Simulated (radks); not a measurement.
Species: Ho+. Configuration: [Xe] 4f11 6s1. All-electron calculation, Dirac Kohn-Sham, Slater X-alpha with alpha = 0.995, spin-unpolarised, spherical densities, point nucleus; open shells fill j = l - 1/2 first. Program: a radial shooting solver on a logarithmic mesh with Libxc functionals.

Radial electron density D(r) = 4 pi r^2 rho(r):

r (bohr)  D(r) (e/bohr)
0.001015          5.230
0.001182          6.667
0.001376          8.467
0.001602          10.71
0.001865          13.47
0.002171          16.86
0.002527          20.95
0.002942          25.83
0.003425          31.55
0.00402           38.51
0.004679          45.96
0.005448          54.06
0.006342          62.56
0.007383          71.03
0.008595          78.92
0.01001           85.58
0.01165           90.35
0.01356           92.68
0.01579           92.39
0.01838           89.86
0.0214            86.15
0.02491           82.97
0.029             82.35
0.03376           85.90
0.0393            93.96
0.04575           104.9
0.05326           115.0
0.062             120.2
0.07218           117.5
0.08403           108.1
0.09861           96.76
0.1148            91.77
0.1336            95.68
0.1556            104.3
0.1811            107.8
0.2109            98.62
0.2455            78.50
0.2858            58.46
0.3327            49.36
0.3873            52.23
0.4509            58.08
0.5249            57.27
0.6111            47.81
0.7114            34.83
0.8281            24.10
0.9641            17.57
1.122             13.83
1.307             10.88
1.521             7.848
1.771             4.984
2.061             2.799
2.419             1.425
2.816            0.7950
3.279            0.5036
3.817            0.3325
4.443            0.1987
5.173           0.09777
6.022           0.03758
7.011           0.01087
8.161          0.002290
9.501         0.0003386

D(r) has 4 maxima, at r = 0.0143, 0.0635, 0.177, 0.481 bohr, and minima at 0.0276, 0.116, 0.341 bohr, inside which lie 2.01, 11.17, 29.53 electrons.
